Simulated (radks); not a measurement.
Values are calculated unless marked as measured or tabulated.
Task: Species: Cs38+. Configuration: [Ne] 3s2 3p5. Level of theory: scalar-relativistic Kohn-Sham, exchange-only LDA, spin-polarised, spherical densities, point nucleus; open shells are filled with parallel spins first (spin-orbit coupling, left out, can overturn this in heavy ions) (a radial shooting solver on a logarithmic mesh with Libxc functionals). Some entries of the table are withheld. Estimate them.

orbital  occ.  eigenvalue (hartree)  <1/r> (bohr^-1)  r(max) (bohr)
1s up       1             -1394.328            59.35        0.01680
1s down     1             -1394.231            59.35        0.01680
2s up       1             -283.8273            13.78        0.09452
2s down     1             -283.7437            13.78        0.09453
2p up       3             -263.3473            13.11        0.07579
2p down     3             -263.2451            13.11        0.07580
3s up       1             -107.7832              (1)         0.2571
3s down     1             -107.5480              (2)         0.2572
3p up       3             -101.3788            5.269            (3)
3p down     2             -101.1405            5.267            (4)

Result: 
(1) 3s up <1/r> (bohr^-1): 5.492
(2) 3s down <1/r> (bohr^-1): 5.488
(3) 3p up r(max) (bohr): 0.2481
(4) 3p down r(max) (bohr): 0.2481
